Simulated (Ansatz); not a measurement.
Consider the ligand exchange at a B–C bond: `CC(C)BN` + HCl → `NBCl` + `CCC`.

Program: Ansatz. Geometries: PBE0-D4/def2-TZVP. ΔE: electronic, gas phase. CCSD(T)/CBS adds triple-zeta CCSD(T) − MP2 to the extrapolated MP2 energy (def2 sets, frozen cores). This one scheme is used for every species. Functionals use def2-TZVPP. Each species was taken in one conformer, which may not be the lowest.

| level | ΔE (eV) |
| --- | --- |
| revPBE-D4 | -1.01 |
| ωB97X-V | -1.04 |

Problem. What does CCSD(T)/CBS give? (An estimate is asked.)

Solution. Ansatz gave: -1.00 eV. The listed levels differ from it by -0.01, -0.04 eV.

Largest T1 diagnostic among the species: 0.011.

The D4 term adds +0.07 eV with B3LYP and +0.04 eV with PBE0; it sums over pairs of atoms, weighted by their polarisabilities, and B3LYP, whose exchange is more repulsive, gets the larger term. Leaving LDA and LC-ωPBE aside and taking each functional with its dispersion term where it has one, the values, not all of them listed here, spread over 0.07 eV, from B2PLYP to revPBE-D4. LDA lies +0.09 eV from PBE without D4. In def2-TZVPP, CCSD(T) changes the Hartree–Fock value by +0.18 eV (the triples alone add +0.01 eV) and MP2 by +0.15 eV.

B3LYP here is the variant with VWN-RPA as its local correlation; programs differ in this.
